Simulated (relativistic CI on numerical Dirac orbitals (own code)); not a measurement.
Method of calculation: Dirac-Coulomb-Breit CI, KLI orbitals optimised for each configuration, QED by a radiative potential, unscaled Slater integrals (own radial code, finite nucleus).

The strongest absorption lines from the ground level of an ion, among the configurations computed and to levels below about 368 eV (vacuum wavelength in nm, gf): 7.3884 (0.94), 7.6004 (6.5), 7.6997 (3), 7.7400 (2.1), 8.5819 (0.11), 9.6485 (1.3), 9.7794 (0.75), 10.099 (0.41).

Task: Which ion is it?
A. Sm29+
B. Sm27+
C. Ce23+
D. Gd29+

Result: B. Sm27+ has 35 electrons and the ground level 4s²4p⁵ ²P°3/2; the strongest line goes to 4s²4p⁴4d ²D5/2. The pattern of lines fixes the number of electrons, and along that sequence the line energies rise steadily with the charge (about as its square where n changes within one kind of shell, about linearly where n is kept but much faster in heavy ions where fine structure, which grows about as Z⁴, sets the gap, and irregularly where shells cross), which fixes Z. Configurations outside the model, such as inner-shell arrays, can give stronger lines. At this charge energies of transitions that change n are usually good to better than 1 %, and those within a shell (Δn = 0) to a few per cent.

LS names give the leading component of a level, which can be under half, so a name can repeat, a term be missing and a line seem to break the LS rules.
